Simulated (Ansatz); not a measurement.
Consider the ligand exchange at a Ga–F bond: `[NH2][Ga]([F])[Cl]` + H₂S → `[NH2][Ga]([SH])[Cl]` + H–F.

Program: Ansatz. Geometries: PBE0-D4/def2-TZVP. ΔE: electronic, gas phase. CCSD(T)/CBS adds triple-zeta CCSD(T) − MP2 to the extrapolated MP2 energy (def2 sets, frozen cores). This one scheme is used for every species. Functionals use def2-TZVPP. B3LYP here is the variant with VWN-RPA as its local correlation; programs differ in this. For Ga outer-core shells are correlated without core-valence functions, which leaves a few kJ/mol of doubt a bond. Scalar relativity is left out up to krypton. Each species was taken in one conformer, which may not be the lowest.

`[NH2][Ga]([F])[Cl]`:

Cartesian coordinates in Å:
```
N -0.309 0.536 0.858
Ga 0.299 -0.351 -0.574
F 1.707 -1.365 -0.407
Cl -0.542 -0.191 -2.511
H 0.031 0.343 1.784
H -1.186 1.027 0.851
```

H₂S:

Z-matrix (Å, degrees):
```
S
H 1 1.341
H 1 1.341 2 92.3
```

`[NH2][Ga]([SH])[Cl]`:

```xyz
7

N     0.343    1.094   -1.012
Ga   -0.150   -0.273    0.048
S     0.607   -0.551    2.081
Cl   -1.504   -1.717   -0.768
H    -0.087    1.255   -1.906
H     0.886    1.877   -0.692
H    -0.095   -1.685    2.249
```

H–F:

```xyz
2

F     0.004    0.235   -0.396
H    -0.004   -0.235    0.396
```

Problem. Is it downhill or uphill in electronic energy at CCSD(T)/CBS, and by how much? (Estimate.)

Solution. Ansatz gave: Downhill: ΔE = -3.4 kcal/mol.

Problem. What do these levels give: B3LYP-D4, r2SCAN0-D4, BLYP, CAM-B3LYP, SCS-MP2/def2-TZVPP, CCSD(T)/def2-TZVPP? (Estimate.)

Solution. The calculation gave: B3LYP-D4 -1.5, r2SCAN0-D4 -2.5, BLYP 1.4, CAM-B3LYP 1.3, SCS-MP2/def2-TZVPP -0.9, CCSD(T)/def2-TZVPP -1.7 kcal/mol.

Largest T1 diagnostic among the species: 0.013.

The D4 term adds −1.9 kcal/mol with B3LYP and −1.1 kcal/mol with PBE0; it sums over pairs of atoms, weighted by their polarisabilities, and B3LYP, whose exchange is more repulsive, gets the larger term. From r2SCAN to r2SCAN0 (25 % exact exchange), in def2-TZVPP and without D4, ΔE moves by −0.9 kcal/mol. At CCSD(T), def2-SVP lies +6.1 kcal/mol from the extrapolated value and def2-TZVPP +1.7 kcal/mol.
